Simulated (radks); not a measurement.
Results of a calculation; reference values are marked as such.
Neutral neodymium inside a hard spherical wall (all orbitals vanish at R), configuration held at [Xe] 4f4 6s2 and not refilled when levels cross. Code: a radial shooting solver on a logarithmic mesh with Libxc functionals. Model: scalar-relativistic Kohn-Sham, LDA (Slater exchange, VWN5 correlation), spin-polarised, spherical densities, point nucleus; open shells are filled with parallel spins first (spin-orbit coupling, left out, can overturn this in heavy ions). Eigenvalues in eV for spin up, with the zero of energy where the potential of the charges vanishes at infinity; a dash marks a level that is unbound or too diffuse for the functional's potential to be trusted. A positive occupied level is held by the wall or, in an anion where self-interaction has pushed it up, behind a barrier. The pressure on the wall is -dE/dV.

R (bohr)  E (hartree)  kinetic (hartree)    e(5s)    e(5p)   e(6s)   e(4f)  e(5d, empty)  e(6p, empty)  pressure (GPa)
free       -9617.2096          10233.771  -41.198  -22.652  -3.705  -2.710        -2.229        -1.307               0
20         -9617.2096          10233.771  -41.198  -22.652  -3.705  -2.710        -2.229        -1.307        < 0.0001
15         -9617.2096          10233.771  -41.195  -22.649  -3.703  -2.707        -2.226        -1.292        0.000297
12         -9617.2091          10233.777  -41.151  -22.606  -3.669  -2.664        -2.187        -1.194         0.00869
8          -9617.1865          10233.917  -40.393  -21.864  -2.955  -1.912        -1.504         0.135           0.761
6          -9617.0682          10234.435  -38.651  -20.194  -0.510  -0.137         0.267         4.003            8.54
4          -9616.0933          10238.167  -32.657  -14.465  13.994   6.618         7.951        23.842             198
2.5        -9607.1695          10269.041   -6.445   14.851  102.21  36.737        48.377        125.73            6670
2          -9590.9663          10319.026   30.521   58.265  222.67  69.576        104.32        255.77           32100
1.5        -9532.7596          10488.275   156.17   200.52  560.15  149.35        268.85        607.15          232000
